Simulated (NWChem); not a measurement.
System: SiNH$_{4}$OBr; SMILES Br[SiH](O)N

```xyz
8

Si    -0.0449    -1.0269    -0.3905
N      1.3149    -1.7426     0.3349
O     -1.3821    -1.5502     0.4271
Br    -0.1331     1.2293    -0.2900
H     -0.0209    -1.3459    -1.8378
H      2.1898    -1.8234    -0.1689
H      1.4478    -1.7262     1.3397
H     -2.0947    -0.9087     0.5086
```
Atoms are numbered in this order, from 1.

Computed with NWChem. Pople sets run with spherical d functions. Coordinates come from a PBE0/def2-SVP optimisation. Level: M05-2X/6-31G* with SMD (1 M gas to 1 M solution), gas-phase geometry. Reactions with the solvent are ignored.

```json
[
 {"solvent": "water", "dielectric constant": "78.4", "solvation free energy (kcal/mol)": "-7.4", "cavity-dispersion-structure term (kcal/mol)": "…", "dipole in solution (D)": "1.59"},
 {"solvent": "ethyl acetate", "dielectric constant": "5.99", "solvation free energy (kcal/mol)": "-7.2", "cavity-dispersion-structure term (kcal/mol)": "-1.6", "dipole in solution (D)": "1.65"},
 {"solvent": "toluene", "dielectric constant": "2.37", "solvation free energy (kcal/mol)": "-5.5", "cavity-dispersion-structure term (kcal/mol)": "-1.7", "dipole in solution (D)": "1.56"},
 {"solvent": "anisole", "dielectric constant": "4.22", "solvation free energy (kcal/mol)": "-6.4", "cavity-dispersion-structure term (kcal/mol)": "-1.3", "dipole in solution (D)": "1.62"},
 {"solvent": "diethyl ether", "dielectric constant": "4.24", "solvation free energy (kcal/mol)": "-7.1", "cavity-dispersion-structure term (kcal/mol)": "-2.0", "dipole in solution (D)": "1.62"},
 {"solvent": "2-propanol", "dielectric constant": "19.3", "solvation free energy (kcal/mol)": "-9.4", "cavity-dispersion-structure term (kcal/mol)": "-0.8", "dipole in solution (D)": "1.60"}
]
```

Problem. What belongs in the gaps?

Solution. 
- water, cavity-dispersion-structure term (kcal/mol): 2.1
